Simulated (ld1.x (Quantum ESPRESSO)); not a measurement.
**chromium (Cr) PAW: all-electron and pseudo phase curves**

Cr (Z = 24), PAW, made with ld1.x (Quantum ESPRESSO) 7.5 (PBE, scalar-relativistic). Core [Ar], reference 3d5 4s0 4p1. Waves: 4s (bound, empty): rcut 1.00, rcutus 1.10 bohr; 4s channel at 0.5 Ry: rcut 1.00, rcutus 1.10 bohr; 4p (bound): rcut 3.75, rcutus 4.80 bohr; 4p channel at 0.9 Ry: rcut 3.75, rcutus 4.80 bohr; 3d (bound): rcut 1.90, rcutus 2.45 bohr; 3d channel at 0.1 Ry: rcut 1.90, rcutus 2.45 bohr. Local part: all-electron potential smoothed inside 1.25 bohr (lloc = -1). Core correction: Bessel-smoothed model core inside 0.75 bohr. Augmentation charge: PSQ, inside the norm-conserving radii.

The phase is arctan(r·u′/u) with u = r·R(r), unwrapped; energies in Ry, scanned from -2 to 5 Ry. A pole is an energy at which the radial function vanishes at the test radius. The pseudo phase is shifted by a multiple of π to meet the all-electron one at the reference energy, and phase errors are pseudo minus all-electron; the curves can meet again beyond the range given. Levels narrower than the energy grid can be missing from the lists of poles.

```
channel  radius (bohr)  reference energy (Ry)  poles, all-electron            poles, pseudo  unbroken range about the reference energy with phases within 0.05 rad  phase error 1 Ry above the reference energy (rad)
      s           5.22                  -0.36    -0.26, 1.33, 3.90        -0.26, 1.33, 3.90                                                        the whole range                                             +0.000
      p           5.22                  -0.13     0.13, 1.76, 4.38         0.13, 1.37, 3.42                                                              below 1.1                                             +0.003
      d           5.22                  -0.31    -0.30, 0.81, 2.60  -0.30, 0.80, 2.25, 3.92                                                              below 1.3                                             -0.001
```

Note: ghost state, extra bound levels that the all-electron valence spectrum of the same l lacks: s at -75.4 eV (p not tested). A true bound ghost makes a file unfit for plane-wave use. Its overlap operator is not positive definite in a basis up to 400 Ry (lowest eigenvalue p -0.34), so the file is unfit for use: the generalised eigenproblem breaks down once the basis is large enough, and its test numbers describe a broken file. The 4s radius (1.10 bohr) lies inside the outermost node of the all-electron wave (1.12 bohr), which a nodeless pseudo-wave cannot match soundly.

Phases in the p channel:

```
E (Ry)  all-electron  pseudo
 -2.00         1.429   1.429
 -1.52         1.405   1.405
 -1.04         1.363   1.363
 -0.56         1.246   1.248
 -0.08        -1.076  -1.075
  0.40        -1.776  -1.764
  0.88        -3.686  -3.684
  1.36        -4.602  -3.305
  1.84        -4.727  -7.059
  2.32        -4.829  -7.690
  2.80        -5.226  -7.794
  3.28        -7.599  -7.843
  3.76        -7.780  -7.879
  4.24        -7.841  -7.917
  4.72        -7.885  -7.972
```
